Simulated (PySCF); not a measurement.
C3H6O2S, SMILES CSCC(=O)O (GFN2-xTB optimised geometry):

```
12

C      1.403    -0.618     0.000
S     -0.411    -0.618     0.000
C     -0.709     1.189     0.000
C     -0.366     1.671     1.379
O      0.747     1.912     1.768
O     -1.444     1.750     2.164
H      1.761     0.019     0.804
H      1.714    -1.644     0.165
H      1.765    -0.267    -0.962
H     -1.765     1.330    -0.215
H     -0.075     1.644    -0.759
H     -1.192     1.990     3.070
```

Level of theory: PBE0/def2-TZVP (PySCF 2.14.0).

Problem. What are the frontier orbital energies and the dipole moment?

Solution. HOMO-2 -9.15 eV, HOMO-1 -8.28 eV, HOMO -6.60 eV, LUMO -0.28 eV, LUMO+1 0.89 eV; dipole moment 0.61 D.

Meta-Löwdin charges at PBE0/def2-TZVP: C1 -0.42, S2 0.07, C3 -0.32, C4 0.53, O5 -0.48, O6 -0.46, H7 0.15, H8 0.14, H9 0.13, H10 0.15, H11 0.14, H12 0.36.
